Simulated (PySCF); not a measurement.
# r2SCANh on He⁺ (helium, charge +1)

Configuration: 1s1, 2S determinant. Calculation: PySCF 2.14, in aug-cc-pV5Z (6s5p4d3f2g, 80 functions); the non-relativistic Hamiltonian (point nucleus).

```
Total energy                                     : -2.0001 hartree
One-electron energy                              : -1.9998 hartree
Hartree (Coulomb) energy                         : 0.6231 hartree
Exchange-correlation energy                      : -0.6234 hartree
Kinetic energy                                   : 2.00001 hartree
⟨S²⟩                                             : 0.7500
⟨L²⟩                                             : 0.000
Sum of ⟨r⟩                                       : 0.7537 bohr
Sum of ⟨r²⟩                                      : 0.7610 bohr²
Density at the nucleus (Gaussians lack the cusp) : 2.50 bohr⁻³
Spin density at the nucleus                      : 2.50 bohr⁻³
Langevin diamagnetic susceptibility              : -0.603 ×10⁻⁶ cm³/mol
```

| shell | electrons | mean orbital energy (hartree) | rms radius, mean of both spins (bohr) |
| --- | --- | --- | --- |
| 1s α | 1 | -1.62906 | 0.872 |

For one electron the Hartree and exchange-correlation energies should cancel; what remains is the self-interaction error.
